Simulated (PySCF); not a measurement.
**Peak assignment**

Molfile (atoms numbered from 1):
```
CH11NSi3
     RDKit          3D

 16 15  0  0  0  0  0  0  0  0999 V2000
   -2.0226    1.0723    0.3380 C   0  0  0  0  0  0  0  0  0  0  0  0
   -1.1486   -0.3533   -0.5637 Si  0  0  2  0  0  4  0  0  0  0  0  0
   -1.0037   -1.5978    0.6313 N   0  0  0  0  0  0  0  0  0  0  0  0
    1.0195    0.1917   -1.1607 Si  0  0  0  0  0  4  0  0  0  0  0  0
    2.6187    0.1942    0.5159 Si  0  0  0  0  0  4  0  0  0  0  0  0
   -2.1148    1.9396   -0.3081 H   0  0  0  0  0  0  0  0  0  0  0  0
   -3.0229    0.7981    0.6600 H   0  0  0  0  0  0  0  0  0  0  0  0
   -1.4670    1.3758    1.2205 H   0  0  0  0  0  0  0  0  0  0  0  0
   -2.0392   -0.7381   -1.6860 H   0  0  0  0  0  0  0  0  0  0  0  0
   -1.7992   -1.8075    1.2134 H   0  0  0  0  0  0  0  0  0  0  0  0
   -0.5323   -2.4547    0.3919 H   0  0  0  0  0  0  0  0  0  0  0  0
    1.0119    1.5101   -1.8226 H   0  0  0  0  0  0  0  0  0  0  0  0
    1.4656   -0.7048   -2.2455 H   0  0  0  0  0  0  0  0  0  0  0  0
    3.8655   -0.4853    0.1450 H   0  0  0  0  0  0  0  0  0  0  0  0
    2.1449   -0.4759    1.7307 H   0  0  0  0  0  0  0  0  0  0  0  0
    3.0164    1.5447    0.9284 H   0  0  0  0  0  0  0  0  0  0  0  0
  1  2  1  0
  2  3  1  0
  2  4  1  0
  4  5  1  0
  1  6  1  0
  1  7  1  0
  1  8  1  0
  2  9  1  6
  3 10  1  0
  3 11  1  0
  4 12  1  0
  4 13  1  0
  5 14  1  0
  5 15  1  0
  5 16  1  0
M  END
```

PySCF 2.14 calculation with geometry from GFN2-xTB and NMR shieldings at PBE0/pcSseg-1/GIAO; relativity neglected, one computed conformer, fast rotation and ring inversion assumed for equivalent nuclei, in vacuum.

References, each an isolated molecule treated in the same way: 1H vs TMS.

Assign these signals to the numbered atoms. 1H NMR (300 MHz, computed): δ 5.60 (m, 1H), 3.55 (m, 3H), 3.30 (m, 1H), 3.11 (m, 1H), 0.31 (d, 3H), -0.08 (br s, 2H).

Results:


5.60 → H9, hydrogen on a silicon bonded to C, N, Si
3.55 → H14/H15/H16, hydrogen on a silicon bonded to Si
3.30 → H13, hydrogen on a silicon bonded to 2 Si
3.11 → H12, hydrogen on a silicon bonded to 2 Si
0.31 → H6/H7/H8, hydrogen on a methyl carbon bonded to Si: an electropositive neighbour shields it, as in TMS itself
-0.08 → H10/H11, hydrogen on a nitrogen bonded to Si: labile proton, position sensitive to the medium

Exchangeable OH/NH protons stand at their gas-phase positions; hydrogen bonding in a real sample shifts them, mostly to higher δ. No couplings were computed; multiplicities are counted from neighbouring protons, with m where these are inequivalent, close in shift, in a saturated or five-membered ring or joined by F or P, and br s for small geminal =CH2 splittings.
